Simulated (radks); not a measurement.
Results of a calculation; reference values are marked as such.
Initial-state core-level shifts of the cadmium ion Cd3+ when its valence configuration changes from [Kr] 4d9. Level of theory: Dirac Kohn-Sham, PBE, spin-unpolarised, spherical densities, point nucleus; open shells fill j = l - 1/2 first (a radial shooting solver on a logarithmic mesh with Libxc functionals). Shifts are changes of the shell-averaged eigenvalues in eV (positive: less bound).

| valence | 2s | 2p | 3d | 4s |
|---|---|---|---|---|
| 4d8 5p1 | -7.896 | -7.868 | -7.731 | -6.854 |
| 4d8.5 5s0.5 | -3.324 | -3.314 | -3.239 | -2.828 |
| 4d7 5s2 | -13.897 | -13.852 | -13.467 | -11.533 |
| 4d8 5s1 | -6.751 | -6.729 | -6.566 | -5.696 |
| 4d8.5 5p0.5 | -3.905 | -3.892 | -3.830 | -3.418 |
